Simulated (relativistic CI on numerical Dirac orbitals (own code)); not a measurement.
**Tl³⁴⁺: q coefficients and field-shift factors**

Calculated at this level of theory: Dirac-Coulomb-Breit CI, orbitals from a KLI potential per configuration, derivatives by finite differences, unscaled Slater integrals, QED left out (own radial code, finite nucleus).

Configurations in the expansion (outside the closed core [Ar] 3d10): 4s²4p⁶4d¹⁰4f, 4s²4p⁶4d⁹4f², 4s²4p⁶4d¹⁰5s, 4s²4p⁵4d¹⁰4f², 4s²4p⁶4d¹⁰5p, 4s4p⁶4d¹⁰4f², 4s²4p⁶4d¹⁰5d, 4s²4p⁶4d⁹4f5s. Levels of other configurations are missing.

With x = (α/α₀)² − 1 an excitation energy changes as ω = ω₀ + qx; K = 2q/ω₀ is the relative enhancement. Terms are leading LS components, so labels can repeat. The field-shift factor is F = δν/δ⟨r²⟩ for the transition from the lowest level.

Lowest level 4s²4p⁶4d¹⁰4f ²F°5/2.

| Level | ω₀ (cm⁻¹) | q (cm⁻¹) | K | F (GHz/fm²) |
| --- | --- | --- | --- | --- |
| 4s²4p⁶4d¹⁰4f ²F°7/2 | 54910 | 51620 | 1.88 | 2.96 |
| 4s²4p⁶4d⁹4f² ⁴F3/2 | 1828777 | 14630 | 0.016 | 35.4 |
| 4s²4p⁶4d⁹4f² ⁴F5/2 | 1833577 | 10650 | 0.0116 | 35.5 |
| 4s²4p⁶4d⁹4f² ⁴G7/2 | 1854015 | 14560 | 0.0157 | 35.9 |
| 4s²4p⁶4d⁹4f² ²K13/2 | 1876096 | 3453 | 0.00368 | 35.8 |
| 4s²4p⁶4d⁹4f² ⁴H9/2 | 1883615 | 13020 | 0.0138 | 36 |
| 4s²4p⁶4d⁹4f² ⁴F7/2 | 1885991 | 50440 | 0.0535 | 38 |
| 4s²4p⁶4d⁹4f² ⁴D5/2 | 1886061 | 13670 | 0.0145 | 36.3 |
| 4s²4p⁶4d⁹4f² ⁴I11/2 | 1898785 | 6898 | 0.00727 | 36 |
| 4s²4p⁶4d⁹4f² ⁴F9/2 | 1899543 | 59760 | 0.0629 | 38.5 |
| 4s²4p⁶4d⁹4f² ⁴D3/2 | 1903376 | 23410 | 0.0246 | 36.8 |
| 4s²4p⁶4d⁹4f² ²F5/2 | 1908360 | 57930 | 0.0607 | 38.4 |
| 4s²4p⁶4d⁹4f² ⁴K15/2 | 1911134 | 52750 | 0.0552 | 38.5 |

At this charge energies of transitions that change n are usually good to better than 1 %, and those within a shell (Δn = 0) to a few per cent.
